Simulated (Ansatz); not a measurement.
Stepwise reaction of `[NH2][Al]([O][SiH3])[O][SiH3]` with hydrogen fluoride, as a gas-phase model of exchange steps in deposition or etching. ΔE in kJ/mol.

Computed with Ansatz on PBE0-D4/def2-TZVP structures; ΔE is electronic, products minus reactants. CCSD(T)/CBS is the MP2 limit (def2-TZVPP, def2-QZVPP) plus CCSD(T) − MP2 in def2-TZVPP, frozen cores. This one scheme is used for every species. DFT in def2-TZVPP. B3LYP here is the variant with VWN-RPA as its local correlation; programs differ in this. One conformer a species, not always the lowest.

| step | reaction | PBE-D4 | B3LYP-D4 | ωB97M-V | CCSD(T)/CBS |
| --- | --- | --- | --- | --- | --- |
| 2 | `[NH2][Al]([F])[O][SiH3]` + H–F → `[NH2][Al]([F])[F]` + `O[SiH3]` | -26.6 | -22.5 | -24.7 | -21.1 |

(1) Give the row of step 1, `[NH2][Al]([O][SiH3])[O][SiH3]` + H–F → `[NH2][Al]([F])[O][SiH3]` + `O[SiH3]`. (An estimate is asked.)

(2) By hand: ΔE of the 2 steps together at CCSD(T)/CBS.

## Answers

(1) Ansatz gave: 
```tsv
step	reaction	PBE-D4	B3LYP-D4	ωB97M-V	CCSD(T)/CBS
1	`[NH2][Al]([O][SiH3])[O][SiH3]` + H–F → `[NH2][Al]([F])[O][SiH3]` + `O[SiH3]`	-27.1	-23.6	-26.5	-22.5
```

(2) (-22.5) + (-21.1) = -43.6 kJ/mol, or -21.8 kJ/mol a step.

In ΔE the steps differ by no more than 1.4 kJ/mol. All are downhill at CCSD(T)/CBS. PBE-D4 differs from CCSD(T)/CBS by -5.5 to -4.6 kJ/mol a step. Only this route is followed, and other bonds may react first. Isolated molecules leave out the surface, adducts and barriers. Largest T1 diagnostic: 0.012.
